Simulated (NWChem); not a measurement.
System: CrO$_{2}$BrCl; SMILES [O]=[Cr](=[O])([Cl])[Br]

Input file for NWChem:

```
start job
memory heap 200 mb stack 900 mb global 1100 mb
geometry units angstroms noautosym nocenter noautoz
  Cr     0.395653     0.513143     0.000000
  O      1.258534     0.780222     1.268104
  O      1.258534     0.780222    -1.268104
  Cl    -1.286092     1.820185     0.000000
  Br    -0.263228    -1.670115     0.000000
end
basis spherical
  * library def2-svp
end
dft
  xc hfexch
  iterations 150
end
property
  efieldgrad
end
task dft property
```

Output (shortened):

```
             Northwest Computational Chemistry Package (NWChem) 7.3.0
             --------------------------------------------------------

                             Geometry "geometry" -> ""
                             -------------------------

 Output coordinates in angstroms (scale by  1.889725989 to convert to a.u.)

  No.       Tag          Charge          X              Y              Z
 ---- ---------------- ---------- -------------- -------------- --------------
    1 Cr                  24.0000     0.39565300     0.51314300     0.00000000
    2 O                    8.0000     1.25853400     0.78022200     1.26810400
    3 O                    8.0000     1.25853400     0.78022200    -1.26810400
    4 Cl                  17.0000    -1.28609200     1.82018500     0.00000000
    5 Br                  35.0000    -0.26322800    -1.67011500     0.00000000

 Effective nuclear repulsion energy (a.u.)     668.3182336621

  xc_inp: hfexch multiplicative factor not found.
                              NWChem Property Module
                              ----------------------

  itol2e modified to match energy
  convergence criterion.

                                 NWChem DFT Module
                                 -----------------

 Summary of "ao basis" -> "ao basis" (spherical)
 ------------------------------------------------------------------------------
       Tag                 Description            Shells   Functions and Types
 ---------------- ------------------------------  ------  ---------------------
 Cr                         def2-svp                11       31   5s3p2d1f
 O                          def2-svp                 6       14   3s2p1d
 Cl                         def2-svp                 8       18   4s3p1d
 Br                         def2-svp                12       32   5s4p3d

  itol2e modified to match energy
  convergence criterion.

            General Information
            -------------------
          SCF calculation type: DFT
          Wavefunction type:  closed shell.
          No. of atoms     :     5
          No. of electrons :    92
           Alpha electrons :    46
            Beta electrons :    46
          Charge           :     0
          Spin multiplicity:     1
          Use of symmetry is: off; symmetry adaption is: off
          Maximum number of iterations: 150
          AO basis - number of functions:   109
                     number of shells:    43
          Convergence on energy requested:  1.00D-07
          Convergence on density requested:  1.00D-05
          Convergence on gradient requested:  5.00D-04

              XC Information
              --------------
                     Hartree-Fock (Exact) Exchange  1.000

      Superposition of Atomic Density Guess
      -------------------------------------

 Sum of atomic energies:       -4223.82426623

      Non-variational initial energy
      ------------------------------

 Total energy =   -4223.807603
 1-e energy   =   -7189.546811
 2-e energy   =    2297.420974
 HOMO         =      -0.411055
 LUMO         =      -0.082330

[...]

          -----------------------
          Electric field gradient
          -----------------------

 1 a.u. = 0.324123 10**(16) esu/cm**3  ( or statvolts/cm**2 ) = 0.97174 10**(22) v/m**2

 ------------------------------------------------------------
   Atom      X         Y         Z
 ------------------------------------------------------------
    1 Cr   0.74768   0.96970   0.00000
 ------------------------------------------------------------

 Electric field gradient in molecular frame (a.u.)
         XX             YY             ZZ             XY             XZ             YZ
 ------------------------------------------------------------------------------------------
       -0.446557      -0.115059       0.561616      -0.045631       0.000000       0.000000

 Principal components (a.u.) and orientation
 of principal axis w.r.t. absolute frame                      Asymmetry parameter eta
 --------------------------------------------------------------------------------------
        0.561616      -0.452724      -0.108892                       0.612218

        0.000000       0.990992      -0.133919
        0.000000       0.133919       0.990992
        1.000000      -0.000000      -0.000000

 ------------------------------------------------------------
   Atom      X         Y         Z
 ------------------------------------------------------------
    2 O    2.37828   1.47441   2.39637
 ------------------------------------------------------------

 Electric field gradient in molecular frame (a.u.)
         XX             YY             ZZ             XY             XZ             YZ
 ------------------------------------------------------------------------------------------
        0.919755      -0.952136       0.032380       0.530120      -0.609683      -0.230158

 Principal components (a.u.) and orientation
 of principal axis w.r.t. absolute frame                      Asymmetry parameter eta
 --------------------------------------------------------------------------------------
        1.373246      -1.096672      -0.276574                       0.597197

        0.867280      -0.233265       0.439787
        0.240838       0.969764       0.039424
       -0.435686       0.071725       0.897236

 ------------------------------------------------------------
   Atom      X         Y         Z
 ------------------------------------------------------------
    3 O    2.37828   1.47441  -2.39637
 ------------------------------------------------------------

 Electric field gradient in molecular frame (a.u.)
         XX             YY             ZZ             XY             XZ             YZ
 ------------------------------------------------------------------------------------------
        0.919755      -0.952136       0.032380       0.530120       0.609683       0.230158

 Principal components (a.u.) and orientation
 of principal axis w.r.t. absolute frame                      Asymmetry parameter eta
 --------------------------------------------------------------------------------------
        1.373246      -1.096672      -0.276574                       0.597197

        0.867280      -0.233265      -0.439787
        0.240838       0.969764      -0.039424
        0.435686      -0.071725       0.897236

 ------------------------------------------------------------
   Atom      X         Y         Z
 ------------------------------------------------------------
    4 Cl  -2.43036   3.43965   0.00000
 ------------------------------------------------------------

 Electric field gradient in molecular frame (a.u.)
         XX             YY             ZZ             XY             XZ             YZ
 ------------------------------------------------------------------------------------------
       -1.186983      -0.177651       1.364634       1.321036       0.000000      -0.000000

 Principal components (a.u.) and orientation
 of principal axis w.r.t. absolute frame                      Asymmetry parameter eta
 --------------------------------------------------------------------------------------
       -2.096468       1.364634       0.731834                       0.301841

        0.823671      -0.000000       0.567068
       -0.567068      -0.000000       0.823671
       -0.000000       1.000000       0.000000

 ------------------------------------------------------------
   Atom      X         Y         Z
 ------------------------------------------------------------
    5 Br  -0.49743  -3.15606   0.00000
 ------------------------------------------------------------

 Electric field gradient in molecular frame (a.u.)
         XX             YY             ZZ             XY             XZ             YZ
 ------------------------------------------------------------------------------------------
        1.084208      -4.140929       3.056721      -2.393138       0.000000       0.000000

 Principal components (a.u.) and orientation
 of principal axis w.r.t. absolute frame                      Asymmetry parameter eta
 --------------------------------------------------------------------------------------
       -5.071328       3.056721       2.014608                       0.205491

        0.362357      -0.000000       0.932040
        0.932040       0.000000      -0.362357
       -0.000000       1.000000       0.000000
```

Level: Hartree-Fock/def2-SVP. The geometry was optimised at PBE-D3(BJ)/def2-SVP. Not confirmed as a minimum by frequencies. NWChem prints the field gradient with the sign opposite to the second derivative of the potential.
